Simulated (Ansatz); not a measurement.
Species: SiO₂, charge 0, triplet. This triplet is an excited state, 2.7 eV above the singlet at CCSD(T)/cc-pV(5+d)Z (Ansatz, a program for electronic structure). SiO2 (parent SMILES [Si](=O)=O, triplet).
B3LYP-D3(BJ)/def2-TZVP minimum from Ansatz:
```
Si
O 1 1.5848
O 1 1.5848 2 112.06
```
Charge 0, spin multiplicity 3.

Total energies in aug-cc-pV(D+d)Z, 16 correlated electrons, 7 frozen orbitals. Open shells are spin-unrestricted; no spin-orbit coupling. Correlated methods leave the cores frozen. No relativity. The UHF reference of O2Si (parent SMILES O=[Si]=O, triplet) is spin-contaminated (<S^2> up to 0.04 over the pure value in the sets run). The spin of O2Si (parent SMILES O=[Si]=O, triplet) was assumed, and the state is the lowest solution found for it.

```json
[
 {"method": "HF", "program": "Ansatz", "energy (Eh)": "-438.62994", "minus CCSDT(Q) (mEh)": "474.17"},
 {"method": "MP2", "program": "Ansatz", "energy (Eh)": "-439.02489", "minus CCSDT(Q) (mEh)": "79.22"},
 {"method": "CCSD", "program": "Ansatz", "energy (Eh)": "-439.07684", "minus CCSDT(Q) (mEh)": "27.28"},
 {"method": "CCSD(T)", "program": "Ansatz", "energy (Eh)": "-439.09608", "minus CCSDT(Q) (mEh)": "8.04"},
 {"method": "CCSDT(Q)", "program": "Ansatz", "energy (Eh)": "-439.10411", "minus CCSDT(Q) (mEh)": "0.00"}
]
```

Rough core times of Ansatz's runs on a shared machine: CCSD(T) 2 min, CCSDT(Q) 20 min.
